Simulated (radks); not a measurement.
Results of a calculation; reference values are marked as such.
Q: These are the eigenvalues of the occupied orbitals of an atom or ion with whole-number occupations (eV). Level of theory: Dirac Kohn-Sham, LB94 model potential, spin-unpolarised, spherical densities, finite nucleus; Fermi nuclear charge, rms radius of each element as measured or else 0.836 A^(1/3) + 0.57 fm (a radial shooting solver on a logarithmic mesh with Libxc functionals).

| orbital | eigenvalue |
|---|---|
| 1s1/2 | -24405.97 |

Which element is it, and in what charge state? The configuration may be excited. Open shells, if any, fill j = l - 1/2 first.

A: Z = 42, molybdenum, charge +41: Mo41+ in 1s1. The 1s level, -896.9 hartree, gives Z - s = 42.4 by -(Z - s)^2/2, which with screening and relativity narrows Z to a few neighbours, and the depths must fix Z and the occupations together.
